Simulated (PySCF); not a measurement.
## Working out the excitation energy of Ca

Ca [Ar] 4s2 (1S) → Ca [Ar] 4s1 4p1 (3P). All numbers are calculated (PySCF 2.14, the spin-free X2C one-electron Hamiltonian (Gaussian nucleus), in x2c-TZVPPall). Frozen: [Ne]. Energies in hartree (1 hartree = 27.21139 eV):

```csv
part,Ca (lower),Ca (upper)
UHF,-679.620198,-679.582050
MP2 opposite-spin,-0.146333,-0.122715
MP2 same-spin,-0.055625,-0.052376
```

What does Hartree-Fock give?

(-679.582050) − (-679.620198) = 0.038148 hartree = 1.038 eV.

What do MP2 and SCS-MP2 (6/5 opposite-spin, 1/3 same-spin) give?

The opposite-spin parts differ by 0.643 eV and the same-spin parts by 0.088 eV. MP2: 1.038 + (0.643) + (0.088) = 1.769 eV. SCS-MP2: 1.038 + 1.2 × (0.643) + (0.088)/3 = 1.839 eV.

Measured between the centres of the two terms (NIST): 1.892 eV, so MP2 (valence and next inner shell) is off by -0.123 eV.

What remains against the reference includes basis incompleteness, the frozen core and correlation beyond second order.
